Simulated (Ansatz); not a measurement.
The same ligand exchange along the group B, Al, Ga, In.

Computed with Ansatz on PBE0-D4/def2-TZVP structures; ΔE is electronic, products minus reactants. CCSD(T)/CBS is the MP2 limit (def2-TZVPP, def2-QZVPP) plus CCSD(T) − MP2 in def2-TZVPP, frozen cores. This one scheme is used for every species. Functionals use def2-TZVPP. def2 core potentials past Kr. For Ga, In outer-core shells are correlated without core-valence functions, which leaves a few kJ/mol of doubt a bond. Scalar relativity is left out up to krypton. One conformer a species, not always the lowest.

```
                                                        reaction  CCSD(T)/CBS(def2) (eV)
                       `OB(S)O[SiH3]` + H₂S → `OB(S)S` + silanol                    0.62
`[OH][Al]([SH])[O][SiH3]` + H₂S → `[OH][Al]([SH])[SH]` + silanol                    0.50
`[OH][Ga]([SH])[O][SiH3]` + H₂S → `[OH][Ga]([SH])[SH]` + silanol                       ?
`[OH][In]([SH])[O][SiH3]` + H₂S → `[OH][In]([SH])[SH]` + silanol                   -0.42
```

(1) Fill in the missing values. (Estimate.)

Largest T1 diagnostic: 0.016, for `[OH][In]([SH])[O][SiH3]`.

Answers

(1) The calculation gave: `[OH][Ga]([SH])[O][SiH3]` + H₂S → `[OH][Ga]([SH])[SH]` + silanol: -0.16 eV.
